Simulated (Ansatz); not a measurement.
`B1CC[SiH2]1`. Total charge 0; spin multiplicity 1.

```xyz
11

B    -0.751    0.872    0.781
C    -0.865   -0.630    0.330
C     0.565   -0.889   -0.224
Si    0.833    0.982   -0.470
H    -1.391    1.477    1.586
H    -1.579   -0.585   -0.513
H    -1.274   -1.380    1.016
H     1.218   -1.259    0.570
H     0.636   -1.578   -1.067
H     2.167    1.576   -0.166
H     0.441    1.415   -1.844
```

(1) List the harmonic frequencies (cm⁻¹, unscaled) at PBE0-D4/def2-TZVP in Ansatz. (Best estimate.)

(2) Is this a minimum?

(3) Give the ideal-gas thermochemistry at 298.15 K and 1 bar (rigid rotor, harmonic oscillator; point group C1, symmetry number 1).

(4) And at 400, 500, 600, 800 and 1000 K?

(5) Rotational constants (cm⁻¹)?

Results:

(1) Computed: 145, 335, 378, 507, 549, 611, 724, 735, 779, 846, 857, 930, 946, 973, 1029, 1121, 1217, 1230, 1387, 1452, 2186, 2196, 2653, 2972, 3063, 3077, 3132.

(2) Yes, all 27 modes are real.

(3) Zero-point energy 215.5 kJ/mol; H(298) − E = 232.2 kJ/mol; entropy 300.2 J/(mol·K), of which translation 161.8, rotation 103.5, vibration 34.9; G(298) − E = 142.7 kJ/mol.

(4) 
| T (K) | H − E (kJ/mol) | S (J/mol/K) | G − E (kJ/mol) |
| --- | --- | --- | --- |
| 400 | 243.0 | 331.3 | 110.5 |
| 500 | 256.0 | 360.2 | 75.9 |
| 600 | 270.8 | 387.1 | 38.5 |
| 800 | 304.5 | 435.4 | -43.8 |
| 1000 | 342.3 | 477.5 | -135.2 |

(5) 0.3204, 0.1979, 0.1371.
